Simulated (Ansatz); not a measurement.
Born–Oppenheimer molecular dynamics of ClGe2H5 (8 atoms, charge 0, multiplicity 1). It starts at the highest image of a converged band, a first-order saddle point between two minima.

All numbers below come from RKS BHLYP-D4/def2-SVP (Ansatz 0.2.0).

- ensemble: NVE (velocity Verlet)
- time step: 0.5 fs
- steps asked: 200
- starting velocities drawn for: 300 K
- seed: 8810

First frame:

```xyz
8
Properties=species:S:1:pos:R:3
Ge -0.377 0.165 0.250
Ge 1.173 -0.036 2.218
H 0.228 -0.468 3.345
H 2.317 -1.049 2.150
H 1.652 1.399 2.407
H 1.337 0.034 0.329
H -0.004 1.168 -0.861
Cl -0.644 -1.760 -0.775
```

Problem. How far do the bonds stretch over the last three quarters of this one trajectory? (Pairs bonded in most of those frames.)

Solution. 
```tsv
bond	mean (Å)	spread (Å)	shortest	longest
Ge1–Ge2	2.440	0.046	2.39	2.53
Ge1–H6	1.568	0.028	1.51	1.64
Ge1–H7	1.576	0.027	1.52	1.63
Ge1–Cl8	2.183	0.052	2.11	2.27
Ge2–H3	1.539	0.019	1.50	1.58
Ge2–H4	1.539	0.026	1.49	1.58
Ge2–H5	1.544	0.040	1.48	1.60
```

Mean temperature of the second half: 1493 K. The conserved energy stayed within 0.084 meV per atom of its start (net change 0.021 meV per atom), so the integration is sound. The kinetic energy rose, since the run started high on the potential surface and went downhill. A run of 0.1 ps of so small a system gives no equilibrium averages. The orbitals stay closed-shell, which can raise the energy where a bond breaks towards radicals; this wasn't checked here.

The run took 11 min on 2 threads of Arm Neoverse V1, with other jobs on the host, peak memory 0.26 GiB.
